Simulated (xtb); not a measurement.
C5H14O2Si, charge +1, doublet, geometry from GFN2-xTB (a state made from the parent by changing its charge; the spin is typed, not shown lowest); GFN2-xTB (xtb 6.7.1).

xtb was given this input:
```
$ xtb mol.xyz --gfn 2 --chrg 1 --uhf 1 --json

# file mol.xyz
22

Si    -0.07034007    -0.46692107     0.40875854
C     -0.61302602    -1.95038314    -0.74377707
O     -1.00321190     0.79676918     0.12855976
C     -2.28898493     1.30687439     0.36180109
C     -3.12653104     0.46283763     1.29526504
O      1.45794344    -0.20060105     0.04953381
C      2.35617708     0.69367005    -0.53632477
C      3.44830266    -0.03606383    -1.28996880
H     -0.01774519    -0.97938541     1.77322163
H     -0.72023187    -1.57524031    -1.75604878
H     -1.55496523    -2.34817324    -0.38814646
H      0.15417414    -2.71270128    -0.70155497
H     -2.15230730     2.31711684     0.76924125
H     -2.77826170     1.41322442    -0.61508112
H     -3.29201733    -0.52752380     0.87706454
H     -4.08968189     0.93967479     1.45101689
H     -2.63094844     0.35364887     2.25806251
H      1.81687508     1.39740034    -1.18153583
H      2.80029083     1.28413498     0.27996857
H      3.02431077    -0.59883476    -2.11962525
H      4.16673149     0.67926440    -1.67821299
H      3.96505903    -0.73666629    -0.63771100
```

Question: Write the output that xtb gives for this input, abridged.

Answer: 
```
   ID    Z sym.   atoms
    1   14 Si     1
    2    6 C      2, 4, 5, 7, 8
    3    8 O      3, 6
    4    1 H      9-22

           -------------------------------------------------
          |                Calculation Setup                |
           -------------------------------------------------

           -------------------------------------------------
          |                 G F N 2 - x T B                 |
           -------------------------------------------------

          ...................................................
          :                      SETUP                      :
          :.................................................:
          :  # basis functions                  52          :
          :  # atomic orbitals                  51          :
          :  # shells                           31          :
          :  # electrons                        49          :
          :  max. iterations                   250          :
          :  Hamiltonian                  GFN2-xTB          :
          :  restarted?                      false          :
          :  GBSA solvation                  false          :
          :  PC potential                    false          :
          :  electronic temp.          300.0000000     K    :
          :  accuracy                    1.0000000          :
          :  -> integral cutoff          0.2500000E+02      :
          :  -> integral neglect         0.1000000E-07      :
          :  -> SCF convergence          0.1000000E-05 Eh   :
          :  -> wf. convergence          0.1000000E-03 e    :
          :  Broyden damping             0.4000000          :
          :  net charge                          1          :
          :  unpaired electrons                  1          :
          ...................................................

 iter      E             dE          RMSdq      gap      omega  full diag
   1    -27.5497377 -0.275497E+02  0.490E+00    7.52       0.0  T
   2    -27.6196055 -0.698678E-01  0.259E+00    6.35       1.0  T
   3    -27.5919527  0.276528E-01  0.202E+00    6.69       1.0  T
   4    -27.6401710 -0.482183E-01  0.582E-01    6.50       1.0  T
   5    -27.6392884  0.882607E-03  0.467E-01    6.54       1.0  T
   6    -27.6433710 -0.408262E-02  0.218E-01    6.54       1.0  T
   7    -27.6438052 -0.434160E-03  0.103E-01    6.57       1.0  T
   8    -27.6438508 -0.456463E-04  0.641E-02    6.55       1.0  T
   9    -27.6438823 -0.314514E-04  0.230E-02    6.56       1.0  T
  10    -27.6438876 -0.530143E-05  0.901E-03    6.55       2.4  T
  11    -27.6438883 -0.735821E-06  0.473E-03    6.56       4.5  T
  12    -27.6438886 -0.305045E-06  0.197E-03    6.55      10.8  T
  13    -27.6438887 -0.943654E-07  0.819E-04    6.55      26.0  T
  14    -27.6438887 -0.122526E-07  0.294E-04    6.55      72.6  T

   *** convergence criteria satisfied after 14 iterations ***

         :::::::::::::::::::::::::::::::::::::::::::::::::::::
         ::                     SUMMARY                     ::
         :::::::::::::::::::::::::::::::::::::::::::::::::::::
         :: total energy             -27.325056551770 Eh    ::
         :: gradient norm              0.000089536819 Eh/a0 ::
         :: HOMO-LUMO gap              6.554358401168 eV    ::
         ::.................................................::
         :: SCC energy               -27.643845177091 Eh    ::
         :: -> isotropic ES            0.110336827453 Eh    ::
         :: -> anisotropic ES         -0.004375057640 Eh    ::
         :: -> anisotropic XC          0.011878367634 Eh    ::
         :: -> dispersion             -0.012018131530 Eh    ::
         :: repulsion energy           0.318788625322 Eh    ::
         :: add. restraining           0.000000000000 Eh    ::
         :: total charge               1.000000000000 e     ::
         :::::::::::::::::::::::::::::::::::::::::::::::::::::

           -------------------------------------------------
[...]
     4   6 C        3.693     0.067    19.625     6.338
     5   6 C        3.751    -0.138    23.222     6.872
     6   8 O        1.622    -0.277    18.624     5.825
     7   6 C        3.691     0.077    19.475     6.315
     8   6 C        3.751    -0.132    23.093     6.853
     9   1 H        0.920     0.058     2.223     2.332
    10   1 H        0.925     0.104     1.748     2.067
    11   1 H        0.925     0.090     1.881     2.145
    12   1 H        0.925     0.100     1.787     2.090
    13   1 H        0.924     0.103     1.754     2.071
    14   1 H        0.924     0.101     1.778     2.085
    15   1 H        0.925     0.068     2.107     2.270
    16   1 H        0.925     0.090     1.875     2.141
    17   1 H        0.925     0.074     2.047     2.237
    18   1 H        0.924     0.085     1.924     2.169
    19   1 H        0.923     0.112     1.681     2.028
    20   1 H        0.925     0.087     1.906     2.159
    21   1 H        0.925     0.087     1.910     2.161
    22   1 H        0.925     0.091     1.874     2.141

 Mol. C6AA /au·bohr⁶  :       3741.224905
 Mol. C8AA /au·bohr⁸  :      99899.054837
 Mol. α(0) /au        :         95.906472

Wiberg/Mayer (AO) data.
largest (>0.10) Wiberg bond orders for each atom

 ---------------------------------------------------------------------------
     #   Z sym  total        # sym  WBO       # sym  WBO       # sym  WBO
 ---------------------------------------------------------------------------
     1  14 Si   4.147 --     3 O    1.297     6 O    1.237     9 H    0.772
                             2 C    0.665
     2   6 C    3.882 --    11 H    0.980    12 H    0.978    10 H    0.967
                             1 Si   0.665
     3   8 O    2.469 --     1 Si   1.297     4 C    0.953
     4   6 C    3.908 --     5 C    1.026     3 O    0.953    14 H    0.930
                            13 H    0.927
     5   6 C    3.982 --     4 C    1.026    16 H    0.975    15 H    0.972
                            17 H    0.969
     6   8 O    2.456 --     1 Si   1.237     7 C    0.966
     7   6 C    3.911 --     8 C    1.018     6 O    0.966    18 H    0.940
                            19 H    0.900
     8   6 C    3.976 --     7 C    1.018    21 H    0.976    22 H    0.966
                            20 H    0.957
     9   1 H    0.984 --     1 Si   0.772
    10   1 H    0.989 --     2 C    0.967
    11   1 H    0.991 --     2 C    0.980
    12   1 H    0.990 --     2 C    0.978
    13   1 H    0.986 --     4 C    0.927
    14   1 H    0.985 --     4 C    0.930
    15   1 H    0.993 --     5 C    0.972
    16   1 H    0.991 --     5 C    0.975
    17   1 H    0.992 --     5 C    0.969
    18   1 H    0.991 --     7 C    0.940
    19   1 H    0.981 --     7 C    0.900
    20   1 H    0.989 --     8 C    0.957
    21   1 H    0.992 --     8 C    0.976
    22   1 H    0.990 --     8 C    0.966
 ---------------------------------------------------------------------------

Topologies differ in total number of bonds
Writing topology from bond orders to xtbtopo.mol

molecular dipole:
                 x           y           z       tot (Debye)
 q only:       -0.196      -0.144       0.039
   full:       -0.319      -0.135      -0.045       0.888
molecular quadrupole (traceless):
                xx          xy          yy          xz          yz          zz
 q only:       14.725      -0.532      -5.611      -8.414       1.061      -9.114
  q+dip:       11.824      -0.151      -4.760      -5.896       1.256      -7.065
   full:       12.958       0.404      -4.707      -6.949       1.751      -8.250

           -------------------------------------------------
          | TOTAL ENERGY              -27.325056551770 Eh   |
          | GRADIENT NORM               0.000089536819 Eh/α |
          | HOMO-LUMO GAP               6.554358401168 eV   |
           -------------------------------------------------

normal termination of xtb
```
